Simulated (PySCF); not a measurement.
# Computed records: Al₂HN

Computed with PySCF 2.14.0. Calculation on a computer-drawn molecule: the log of a Hartree-Fock and frozen-core CCSD(T) single point meant for a local Hartree-Fock minimum, with one planted fault or none, to be diagnosed. Offsets are logged minus clean, where the clean run is the same molecule without the fault. The reference is restricted for singlets and unrestricted otherwise, and also for a bond in bohr or an excited solution. Adding or removing an electron swaps singlet and doublet. The excited solution moves the top pair (singlet) or top alpha electron (doublet) to the lowest empty orbital. Highest occupied and lowest empty are orbital energies over both spins, largest force is the largest gradient component, triples share is (T) over the correlation energy, the T1 limit is 0.02 restricted and 0.045 unrestricted, electrons count all cores, a negative frequency is imaginary (commonest isotopes), and the dipole is about the centre of nuclear charge.

```xyz
4
formula=Al2HN meant_charge=0 meant_multiplicity=1 meant_basis=cc-pV(D+d)Z logged_electrons=34 logged_basis_functions=24 logged_SCF_converged=yes logged_spin_squared=0 logged_highest_occupied=-2.8006 logged_lowest_empty=10.241 logged_largest_force=0.039527 logged_T1_diagnostic=0.036907 logged_D1_diagnostic=0.086839 logged_triples_share=0.076151 logged_CC_converged=yes logged_dipole_magnitude=1.8932 logged_SCF_stable_within_its_kind=yes logged_energy_HF=-532.22784 logged_energy_CCSD(T)=-532.40441 possible_faults=no_fault,one_electron_removed,one_electron_added,multiplicity_raised_by_two,geometry_at_a_saddle_point,SCF_held_on_an_excited_solution,minimal_basis_STO-3G,one_bond_length_entered_in_bohr,all_coordinates_scaled planted_fault=minimal_basis_STO-3G HF_energy_offset_from_clean_run=4158 CCSD(T)_energy_offset_from_clean_run=4241
Al    -0.6124     0.2031     3.8608
N     -1.0226     0.7935     2.2556
Al    -1.4054     1.3450     0.7572
H     -1.7681     1.8676    -0.6631
```

Units: logged_highest_occupied, logged_lowest_empty in eV; logged_largest_force in hartree/bohr; logged_dipole_magnitude in debye; logged_energy_HF, logged_energy_CCSD(T) in hartree; HF_energy_offset_from_clean_run, CCSD(T)_energy_offset_from_clean_run in kcal/mol.

Drawn bonds:
```tsv
atom	other atom	order
1	2	1
2	3	2
3	4	1
```

Notes: T1 above single-reference limit.
